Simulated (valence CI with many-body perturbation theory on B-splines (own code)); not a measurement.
E1 line list for Ga25+

Level of theory: configuration interaction combined with many-body perturbation theory (CI+MBPT): four valence electrons over a frozen Dirac-Fock core [He], radial functions for each j: 11 s, 11 p, 10 d, 8 f, 5 g, 2 h, with the one-electron correlation potential Σ1, the two-electron term Σ2, the three-electron term Σ3, Breit, model QED; selected CI, second order for the rest, scaled by the run's own slope (own B-spline code, finite nucleus).

No measured levels were compared; by estimate levels of excited configurations hold to 0.05 to 0.15 % of their energy, terms of the ground configuration to about 0.5 %. Among the levels kept, up to 1000 cm⁻¹ of a level comes from second order outside the variational space, and about a tenth of that is noise between levels of different J, which matters for small intervals.

Lines 1 to 50 of 540 in falling wavelength, among levels below 14058 × 10³ cm⁻¹, chosen from the strongest by gf and those to the six lowest levels. Wavelengths and rates use the calculated energies, so an error of 800 cm⁻¹ moves a line at 48.30 nm by 0.39 % and its rate by three times that or more. Electric multipoles are in the length gauge with retardation, E1 and E2 with the static RPA response of the core. Weak lines are less certain than strong ones. Lines between different terms over intervals too small for the method are left out, as are lines whose strength nearly cancels. Where a level lies close to another of its J and parity, the split of strength between their lines is uncertain. The highest levels of a list are the least certain.

Names give the largest LS component (configuration and term), which can be under half, so a name can repeat, a term be missing and a line seem to break the LS rules; names also repeat where a configuration has a term twice. Letters in brackets count levels of one name in rising energy.

```tsv
λ vac (nm)	Upper	Lower	A (s⁻¹)	S (a.u.)
48.30	2p3 3p 3F_3	2p3 3s 3D°_3	4.92e+08	1.91e-01
44.49	2p3 3p 3F_2	2p3 3s 3D°_2	6.63e+08	1.44e-01
43.89	2s 2p2 3p 3F°_2	2s 2p2 3s 3D_1	7.95e+08	1.66e-01
42.92	2s 2p2 3p 1F°_3	2s 2p2 3s 1D_2	1.51e+09	4.14e-01
42.11	2p3 3d 3G°_4	2p3 3p 1F_3	8.00e+08	2.65e-01
41.94	2p3 3d 5D°_4	2p3 3p 5P_3	1.59e+09	5.20e-01
41.70	2s 2p2 3d 5F_5	2s 2p2 3p 5D°_4	1.54e+09	6.07e-01
41.48	2s 2p2 3d 5D_4	2s 2p2 3p 5D°_4	5.41e+08	1.72e-01
41.23	2s 2p2 3d 3F_4 [b]	2s 2p2 3p 3D°_3 [b]	9.48e+08	2.95e-01
41.19	2p3 3p 3D_3	2p3 3s 1D°_2	1.23e+09	2.96e-01
40.87	2p3 3d 3F°_3	2p3 3p 3D_2	1.54e+09	3.64e-01
40.60	2p3 3p 3D_2	2p3 3s 3D°_1	1.08e+09	1.78e-01
40.45	2s 2p2 3d 3F_3 [d]	2s 2p2 3p 3D°_2 [c]	1.10e+09	2.53e-01
40.42	2s 2p2 3d 5F_4	2s 2p2 3p 5D°_3	1.66e+09	4.87e-01
40.01	2s 2p2 3d 3D_3 [c]	2s 2p2 3p 3P°_2 [b]	8.85e+08	1.96e-01
39.89	2s 2p2 3d 3G_5	2s 2p2 3p 3F°_4	1.81e+09	6.25e-01
39.80	2s 2p2 3d 3F_4 [b]	2s 2p2 3p 3F°_4	4.47e+08	1.25e-01
39.61	2p3 3d 3G°_4	2p3 3p 3F_3	1.12e+09	3.11e-01
39.21	2s 2p2 3p 5P°_3	2s 2p2 3s 5P_3	1.50e+09	3.12e-01
39.16	2s 2p2 3d 5F_3 [a]	2s 2p2 3p 5D°_2 [a]	1.60e+09	3.32e-01
38.56	2s 2p2 3d 3F_4 [c]	2s 2p2 3p 3D°_3 [c]	1.74e+09	4.43e-01
38.46	2s 2p2 3d 3D_2 [c]	2s 2p2 3p 3P°_1 [d]	8.05e+08	1.13e-01
38.44	2s 2p2 3d 3D_3 [b]	2s 2p2 3p 3D°_3 [b]	8.51e+08	1.67e-01
38.37	2s 2p2 3d 5F_3 [b]	2s 2p2 3p 5D°_3	5.90e+08	1.15e-01
38.28	2s 2p2 3d 3D_3 [d]	2s 2p2 3p 3P°_2 [c]	1.01e+09	1.95e-01
38.25	2s 2p2 3d 1D_2 [c]	2s 2p2 3p 1P°_1 [b]	1.31e+09	1.81e-01
38.17	2p3 3d 3D°_2	2p3 3p 3P_1 [a]	1.38e+09	1.89e-01
38.16	2s 2p2 3d 1F_3	2s 2p2 3p 1D°_2 [b]	1.43e+09	2.74e-01
37.96	2s 2p2 3d 3F_3 [c]	2s 2p2 3p 1D°_2 [a]	1.41e+09	2.67e-01
37.85	2s 2p2 3d 3G_4	2s 2p2 3p 3F°_3	1.99e+09	4.79e-01
37.75	2s2 2p 3d 3F°_4	2s2 2p 3p 3D_3	1.90e+09	4.53e-01
37.62	2s 2p2 3d 5P_2	2s 2p2 3p 5S°_2	1.14e+09	1.50e-01
37.59	2s 2p2 3p 3P°_2 [a]	2s 2p2 3s 3P_2 [a]	1.89e+09	2.48e-01
37.00	2p3 3p 3D_2	2p3 3s 3D°_2	9.95e+08	1.24e-01
37.00	2p3 3p 3F_3	2p3 3s 3D°_2	1.60e+09	2.81e-01
36.91	2s 2p2 3p 3D°_2 [d]	2s 2p2 3s 3P_2 [b]	1.42e+09	1.77e-01
36.70	2s 2p2 3p 3D°_2 [a]	2s 2p2 3s 3P_1 [a]	1.78e+09	2.17e-01
36.54	2s 2p2 3d 3D_3 [d]	2s 2p2 3p 3D°_2 [d]	7.62e+08	1.28e-01
36.49	2s 2p2 3p 5D°_2 [b]	2s 2p2 3s 5P_2	1.67e+09	2.00e-01
36.43	2s2 2p 3d 3F°_3	2s2 2p 3p 3D_2	2.12e+09	3.54e-01
36.40	2p3 3p 3D_3	2p3 3s 3D°_3	1.03e+09	1.72e-01
36.33	2s 2p2 3d 5P_1	2s 2p2 3p 5S°_2	1.73e+09	1.23e-01
36.32	2s 2p2 3p 3P°_1 [a]	2s 2p2 3s 3P_2 [a]	2.01e+09	1.42e-01
36.21	2p3 3p 3P_2 [a]	2p3 3s 3S°_1	1.67e+09	1.96e-01
35.91	2s 2p2 3d 3F_3 [a]	2s 2p2 3p 3D°_2 [a]	1.04e+09	1.66e-01
35.85	2s 2p2 3p 3D°_3 [a]	2s 2p2 3s 3P_2 [a]	1.95e+09	3.11e-01
35.68	2p3 3p 3F_4	2p3 3s 3D°_3	3.67e+09	7.41e-01
35.65	2p3 3d 3F°_2	2p3 3p 3F_2	1.04e+09	1.17e-01
35.47	2s 2p2 3p 3D°_2 [b]	2s 2p2 3s 3D_3	1.68e+09	1.85e-01
35.44	2s 2p2 3d 3D_3 [e]	2s 2p2 3p 3P°_2 [c]	9.17e+08	1.41e-01
```
